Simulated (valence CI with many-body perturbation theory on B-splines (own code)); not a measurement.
## E1 line list for Mg6+

Computed by configuration interaction combined with many-body perturbation theory (CI+MBPT): four valence electrons over a frozen Dirac-Fock core [He], radial functions for each j: 11 s, 11 p, 9 d, 7 f, 5 g, 2 h, 1 i, with the one-electron correlation potential Σ1, the two-electron term Σ2, the three-electron term Σ3, Breit, model QED; selected CI, second order for the rest, scaled by the run's own slope (own B-spline code, finite nucleus).

Against 44 measured levels this calculation errs by 138 cm⁻¹ on average and by 327 at most. These come from a selection out of NIST levels in Kelleher and Podobedova, J. Phys. Chem. Ref. Data 37, 267 (2008). Levels without a partner in it may be off by more. Among the levels kept, up to 260 cm⁻¹ of a level comes from second order outside the variational space, and about a tenth of that is noise between levels of different J, which matters for small intervals.

Lines 151 to 200 of 265 in falling wavelength, among levels below 161.20 eV, chosen from the strongest by gf and those to the six lowest levels. Wavelengths and rates use the calculated energies, so an error of 100 cm⁻¹ moves a line at 99.33 Å by 0.0099 % and its rate by three times that or more. Electric multipoles are in the length gauge, E1 and E2 with the static RPA response of the core. Weak lines are less certain than strong ones. Lines between different terms over intervals too small for the method are left out, as are lines whose strength nearly cancels. The highest levels of a list are the least certain.

Names give the largest LS component (configuration and term), which can be under half, so a name can repeat, a term be missing and a line seem to break the LS rules; names also repeat where a configuration has a term twice.

| λ vac (Å) | λ from measured levels | Upper | Lower | A (s⁻¹) | S (a.u.) |
| --- | --- | --- | --- | --- | --- |
| 100.7 |  | 2s²2p3p ³D_2 | 2s2p³ ⁵S°_2 | 2.60e+04 | 6.57e-08 |
| 100.5 |  | 2s²2p3p ³D_3 | 2s2p³ ⁵S°_2 | 4.34e+04 | 1.52e-07 |
| 99.87 |  | 2s²2p3p ³S_1 | 2s2p³ ⁵S°_2 | 2.44e+06 | 3.60e-06 |
| 99.33 | 99.32 | 2s²2p3p ³P_1 | 2s2p³ ⁵S°_2 | 1.08e+05 | 1.56e-07 |
| 99.27 | 99.26 | 2s²2p3s ³P°_1 | 2s²2p² ¹D_2 | 6.61e+08 | 9.58e-04 |
| 99.23 | 99.23 | 2s²2p3p ³P_2 | 2s2p³ ⁵S°_2 | 4.10e+05 | 9.87e-07 |
| 99.04 | 99.02 | 2s²2p3s ³P°_2 | 2s²2p² ¹D_2 | 5.76e+07 | 1.38e-04 |
| 98.99 | 98.98 | 2s2p²3s ³D_3 | 2s2p³ ³P°_2 | 1.98e+10 | 6.65e-02 |
| 98.99 |  | 2s2p²3s ³D_2 | 2s2p³ ³P°_1 | 1.49e+10 | 3.56e-02 |
| 98.05 | 98.03 | 2s²2p3s ¹P°_1 | 2s²2p² ¹D_2 | 6.27e+10 | 8.75e-02 |
| 97.53 |  | 2s²2p3p ¹D_2 | 2s2p³ ⁵S°_2 | 5.23e+03 | 1.20e-08 |
| 95.65 | 95.65 | 2s²2p3s ³P°_1 | 2s²2p² ³P_2 | 2.16e+10 | 2.80e-02 |
| 95.56 | 95.56 | 2s²2p3s ³P°_0 | 2s²2p² ³P_1 | 5.18e+10 | 2.23e-02 |
| 95.48 | 95.48 | 2s²2p3s ³P°_1 | 2s²2p² ³P_1 | 1.27e+10 | 1.64e-02 |
| 95.43 | 95.42 | 2s²2p3s ³P°_2 | 2s²2p² ³P_2 | 3.89e+10 | 8.35e-02 |
| 95.38 | 95.38 | 2s²2p3s ³P°_1 | 2s²2p² ³P_0 | 1.71e+10 | 2.20e-02 |
| 95.27 | 95.26 | 2s²2p3s ³P°_2 | 2s²2p² ³P_1 | 1.30e+10 | 2.78e-02 |
| 95.04 |  | 2s2p²3s ³D_2 | 2s2p³ ³D°_1 | 9.17e+09 | 1.94e-02 |
| 95.04 |  | 2s2p²3s ³D_1 | 2s2p³ ³D°_1 | 4.07e+10 | 5.17e-02 |
| 95.04 | 95.04 | 2s2p²3s ³D_3 | 2s2p³ ³D°_2 | 7.26e+09 | 2.15e-02 |
| 95.03 |  | 2s2p²3s ³D_2 | 2s2p³ ³D°_2 | 3.75e+10 | 7.94e-02 |
| 95.03 |  | 2s2p²3s ³D_1 | 2s2p³ ³D°_2 | 1.36e+10 | 1.72e-02 |
| 95.03 | 95.03 | 2s2p²3s ³D_3 | 2s2p³ ³D°_3 | 4.95e+10 | 1.47e-01 |
| 95.02 |  | 2s2p²3s ³D_2 | 2s2p³ ³D°_3 | 8.49e+09 | 1.80e-02 |
| 94.51 | 94.51 | 2s²2p3s ¹P°_1 | 2s²2p² ³P_2 | 8.15e+07 | 1.02e-04 |
| 94.35 | 94.35 | 2s²2p3s ¹P°_1 | 2s²2p² ³P_1 | 1.96e+08 | 2.44e-04 |
| 94.28 |  | 2s2p²3s ⁵P_1 | 2s2p³ ⁵S°_2 | 4.03e+10 | 5.00e-02 |
| 94.25 | 94.25 | 2s²2p3s ¹P°_1 | 2s²2p² ³P_0 | 1.34e+08 | 1.66e-04 |
| 94.18 | 94.17 | 2s2p²3s ⁵P_2 | 2s2p³ ⁵S°_2 | 4.05e+10 | 8.34e-02 |
| 94.05 | 94.04 | 2s2p²3s ⁵P_3 | 2s2p³ ⁵S°_2 | 4.07e+10 | 1.17e-01 |
| 91.42 | 91.41 | 2s2p²3s ³P_1 | 2s2p³ ⁵S°_2 | 1.45e+06 | 1.64e-06 |
| 91.28 | 91.28 | 2s2p²3s ³P_2 | 2s2p³ ⁵S°_2 | 1.78e+06 | 3.33e-06 |
| 90.39 | 90.37 | 2s²2p3d ³D°_1 | 2s²2p² ¹S_0 | 4.70e+08 | 5.14e-04 |
| 89.93 | 89.90 | 2s²2p3d ³P°_1 | 2s²2p² ¹S_0 | 2.18e+08 | 2.35e-04 |
| 88.70 | 88.68 | 2s²2p3d ¹P°_1 | 2s²2p² ¹S_0 | 3.01e+11 | 3.11e-01 |
| 87.90 | 87.89 | 2s²2p3d ³F°_2 | 2s²2p² ¹D_2 | 5.94e+10 | 9.96e-02 |
| 87.76 |  | 2s²2p3d ³F°_3 | 2s²2p² ¹D_2 | 6.90e+08 | 1.61e-03 |
| 87.74 |  | 2s²2p3d ¹D°_2 | 2s²2p² ¹D_2 | 1.07e+11 | 1.78e-01 |
| 86.98 | 86.94 | 2s2p²3p ³S°_1 | 2s²2p² ¹S_0 | 1.90e+07 | 1.85e-05 |
| 86.91 | 86.90 | 2s²2p3d ³D°_1 | 2s²2p² ¹D_2 | 9.84e+07 | 9.56e-05 |
| 86.88 | 86.86 | 2s²2p3d ³D°_2 | 2s²2p² ¹D_2 | 2.99e+08 | 4.84e-04 |
| 86.81 | 86.80 | 2s²2p3d ³D°_3 | 2s²2p² ¹D_2 | 4.35e+07 | 9.83e-05 |
| 86.54 | 86.52 | 2s²2p3d ³P°_2 | 2s²2p² ¹D_2 | 1.72e+09 | 2.75e-03 |
| 86.48 | 86.47 | 2s²2p3d ³P°_1 | 2s²2p² ¹D_2 | 6.79e+07 | 6.50e-05 |
| 85.98 |  | 2s2p²3p ⁵P°_1 | 2s²2p² ¹S_0 | 9.45e+04 | 8.89e-08 |
| 85.67 | 85.68 | 2s2p²3s ³D_3 | 2s2p³ ⁵S°_2 | 7.17e+06 | 1.56e-05 |
| 85.66 |  | 2s2p²3s ³D_2 | 2s2p³ ⁵S°_2 | 1.85e+06 | 2.87e-06 |
| 85.66 |  | 2s2p²3s ³D_1 | 2s2p³ ⁵S°_2 | 2.10e+05 | 1.95e-07 |
| 85.42 | 85.41 | 2s²2p3d ¹F°_3 | 2s²2p² ¹D_2 | 5.07e+11 | 1.09e+00 |
| 85.35 | 85.34 | 2s²2p3d ¹P°_1 | 2s²2p² ¹D_2 | 1.17e+10 | 1.08e-02 |
